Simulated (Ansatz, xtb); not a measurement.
**Relative energy of two isomers of C3H3BClNS**

Structure X: `Bc1scnc1Cl`, a singlet. Structure Y: `Bc1cnc(Cl)s1`, a singlet. Both are isolated molecules in the gas phase, relaxed with PBE0-D3(BJ)/def2-SVP; the shapes shown needn't be the lowest conformers.

X (Å):

```tsv
atom	x (Å)	y (Å)	z (Å)
C	0.8750	0.9373	-2.2725
C	-0.8791	2.5612	-1.7699
C	0.6400	1.9560	-3.1983
B	1.8758	-0.2091	-2.2845
Cl	1.5121	2.1257	-4.6589
N	-0.3271	2.8499	-2.9195
S	-0.2485	1.1883	-0.9721
H	2.6298	-0.3291	-3.2166
H	1.9094	-0.9899	-1.3644
H	-1.6909	3.1508	-1.3365
```

Y (Å):

| atom | x (Å) | y (Å) | z (Å) |
| --- | --- | --- | --- |
| C | 0.8694 | 0.8678 | -2.3817 |
| C | 0.5994 | 1.9675 | -1.5773 |
| C | -0.3438 | 2.7274 | -3.3779 |
| B | 1.6034 | -0.4123 | -2.0104 |
| Cl | -1.1871 | 3.7961 | -4.4025 |
| N | -0.0741 | 2.9977 | -2.1337 |
| S | 0.2050 | 1.1997 | -3.9549 |
| H | 2.0187 | -0.5248 | -0.8818 |
| H | 1.7712 | -1.2966 | -2.8145 |
| H | 0.9061 | 2.0282 | -0.5305 |

Energies in hartree; the thermal terms are from GFN2-xTB frequencies at re-optimised GFN2-xTB minima (ideal gas, soft modes damped towards free rotors, one conformer each, 298.15 K, 1 atm) and include the zero-point energy:

|  | X | Y |
| --- | --- | --- |
| E, CCSD(T)/def2-SVP | −1052.036319 | −1052.034834 |
| E, MP2/def2-SVP | −1051.955533 | −1051.953884 |
| E, MP2/def2-TZVPP | −1052.706427 | −1052.705058 |
| zero-point energy | 0.055053 | 0.055017 |
| H(298 K) − E | 0.062894 | 0.062911 |
| G(298 K) − E | 0.023487 | 0.023391 |

Q: Correct the CCSD(T) difference for the basis set by the MP2 change, then work out ΔE, ΔE₀, ΔH and ΔG for X → Y in kJ/mol (1 Eh = 2625.50 kJ/mol) and the equilibrium ratio [Y]/[X].

A: 1. Differences Y − X: CCSD(T) +0.001485, MP2 in the small set +0.001649, MP2 in the large set +0.001369 Eh.
2. ΔE = +0.001485 + (+0.001369 − (+0.001649)) = +0.001205 Eh = +3.16 kJ/mol.
3. ΔE₀ = ΔE + ΔZPE = +0.001205 + (−0.000036) Eh = +3.07 kJ/mol.
4. ΔH = ΔE + (+0.000017) Eh = +3.21 kJ/mol.
5. ΔG = ΔE + (−0.000096) Eh = +2.91 kJ/mol, so ΔS = (ΔH − ΔG)/T = +1.0 J/(mol K).
6. kT = 0.9442 mEh, so K = [Y]/[X] = exp(−ΔG/kT) = exp(−1.17) ≈ 0.31.

The two are too close for this level to say which is favoured. An error of 4 kJ/mol in ΔG would change K by a factor of 5. Mirror images and further conformers aren't counted.

As drawn, both hold the same kinds of bond in the same numbers.

Other levels gave ΔE = +5.9 (GFN2-xTB); +2.9 (HF/STO-3G, GFN2-xTB geometries); +1.7 (r2SCAN-D4/def2-SVP, GFN2-xTB geometries); +2.7 (PBE0-D3(BJ)/def2-SVP); +1.3 (HF/def2-SVP); +4.3 (MP2/def2-SVP); +3.9 (CCSD(T)/def2-SVP) kJ/mol. The correlated steps freeze 15 core orbitals. Programs: Ansatz 0.2.0, xtb 6.7.1.
